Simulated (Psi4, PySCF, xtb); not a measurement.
Torsional profile of SMILES c1c[se]c([SiH2]c2nccs2)c1 (C7H7NSSeSi), singlet. Scanned: dihedral Se3–C4–Si5–C6; all other coordinates were relaxed at GFN2-xTB. Points at φ and −φ are mirror images. Heavy atoms are numbered in the order of the SMILES c1c[se]c([SiH2]c2nccs2)c1, hydrogens after them in the order of the atoms that carry them; the mirror image has the same energies with the sign of each dihedral reversed.

- RKS-B3LYP/6-31G* = restricted B3LYP/6-31G*, spherical d, density fitting // GFN2-xTB (PySCF)
- PBE/def2-SVP // GFN2-xTB (Psi4)
- GFN1-xTB // GFN2-xTB (xtb)

Energies in mEh, each method relative to its own lowest point.

```json
[
 {"φ / °": "-160", "RKS-B3LYP/6-31G*": "0.0", "PBE/def2-SVP": "0.0", "GFN1-xTB": "1.5"},
 {"φ / °": "-140", "RKS-B3LYP/6-31G*": "0.3", "PBE/def2-SVP": "0.4", "GFN1-xTB": "2.4"},
 {"φ / °": "-120", "RKS-B3LYP/6-31G*": "1.7", "PBE/def2-SVP": "2.0", "GFN1-xTB": "3.3"},
 {"φ / °": "-100", "RKS-B3LYP/6-31G*": "1.9", "PBE/def2-SVP": "2.4", "GFN1-xTB": "3.2"},
 {"φ / °": "-80", "RKS-B3LYP/6-31G*": "1.9", "PBE/def2-SVP": "2.3", "GFN1-xTB": "3.0"},
 {"φ / °": "-60", "RKS-B3LYP/6-31G*": "5.1", "PBE/def2-SVP": "3.8", "GFN1-xTB": "3.6"},
 {"φ / °": "-40", "RKS-B3LYP/6-31G*": "5.0", "PBE/def2-SVP": "2.8", "GFN1-xTB": "1.9"},
 {"φ / °": "-20", "RKS-B3LYP/6-31G*": "4.6", "PBE/def2-SVP": "2.2", "GFN1-xTB": "0.4"},
 {"φ / °": "0", "RKS-B3LYP/6-31G*": "4.6", "PBE/def2-SVP": "2.2", "GFN1-xTB": "0.0"},
 {"φ / °": "20", "RKS-B3LYP/6-31G*": "4.6", "PBE/def2-SVP": "2.2", "GFN1-xTB": "0.4"},
 {"φ / °": "40", "RKS-B3LYP/6-31G*": "5.0", "PBE/def2-SVP": "2.8", "GFN1-xTB": "1.9"},
 {"φ / °": "60", "RKS-B3LYP/6-31G*": "5.1", "PBE/def2-SVP": "3.8", "GFN1-xTB": "3.6"},
 {"φ / °": "80", "RKS-B3LYP/6-31G*": "1.9", "PBE/def2-SVP": "2.3", "GFN1-xTB": "3.0"},
 {"φ / °": "100", "RKS-B3LYP/6-31G*": "1.9", "PBE/def2-SVP": "2.4", "GFN1-xTB": "3.2"},
 {"φ / °": "120", "RKS-B3LYP/6-31G*": "1.7", "PBE/def2-SVP": "2.0", "GFN1-xTB": "3.3"},
 {"φ / °": "140", "RKS-B3LYP/6-31G*": "0.3", "PBE/def2-SVP": "0.4", "GFN1-xTB": "2.4"},
 {"φ / °": "160", "RKS-B3LYP/6-31G*": "0.0", "PBE/def2-SVP": "0.0", "GFN1-xTB": "1.5"},
 {"φ / °": "180", "RKS-B3LYP/6-31G*": "0.4", "PBE/def2-SVP": "0.4", "GFN1-xTB": "1.2"}
]
```
